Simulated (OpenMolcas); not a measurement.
**Ni+, Pd+, Pt+: d⁹ down the group**

```yaml
Program: OpenMolcas
Method: CASSCF
Basis: ANO-R3
Scalar_Hamiltonian: X2C, finite nucleus
Spin-orbit_coupling: RASSI with atomic mean-field integrals over the reference wave functions, term energies averaged over their components
```

Active space for each ion: 9 electrons in 5 orbitals (d).

Computed levels in cm-1 above ²D_5/2:

| Level | Ni+ | Pd+ | Pt+ |
| --- | --- | --- | --- |
| ²D_3/2 | 1504 | 3477 | 10473 |
| weight of ²D in the lowest level (%) | 100 | 100 | 100 |

Measured, with the error of the calculation in %. Measured levels: Ni+, Pd+ from NIST Handbook of Basic Atomic Spectroscopic Data.

| Level | Ni+ | Pd+ |
| --- | --- | --- |
| ²D_3/2 | 1507 (-0.2) | 3539 (-1.8) |

The fine-structure level ²D_3/2 changes by a factor of 6.96 from Ni+ to Pt+.

Without dynamic correlation excited terms often stand tens of per cent too high (terms of higher spin than the ground term too low), and those without a measured partner can miss by more than the paired ones. Computed and measured levels are paired by configuration, term and J; levels that our copy of the source lacks, or whose pairing is in doubt (as where it misses far off the trend of its configuration), stay unpaired and out of the deviations. Only configurations of the active space appear.
